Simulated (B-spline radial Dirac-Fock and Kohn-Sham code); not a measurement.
**K emission of Ga³⁺**

System: gallium as Ga³⁺, [Ar] 3d10, inside a Watson sphere of charge -3 and radius 3 Å (a model of the Madelung potential; inside it an electron's potential energy is raised by 14.4 eV).

Model: independent-particle rates on relativistic LDA orbitals of the hole state (multipoles up to L = 3, Coulomb Auger matrix elements, transition energies from Dirac-Fock). Program: an atomic code on a B-spline grid.

| line | multipole | energy (eV) | rate (s⁻¹) | share (%) |
| --- | --- | --- | --- | --- |
| K-L2 | E1 | 9224.4 | 4.07e+14 | 30.2 |
| K-L3 | E1 | 9251.6 | 7.91e+14 | 58.6 |
| K-M2 | E1 | 10259.1 | 5.11e+13 | 3.79 |
| K-M3 | E1 | 10262.8 | 1.00e+14 | 7.42 |

The listed lines hold 100.0 % of the radiative rate. The radiative width is 0.888 eV in the length form and 0.915 eV in the velocity form; the two differ because the transition energies are not eigenvalue differences of the potential that gave the orbitals. Kα2/Kα1 is 0.514 and Kβ/Kα is 0.126.

Values without a named source are computed, but for edge energies of neutral atoms, which are taken from tables.
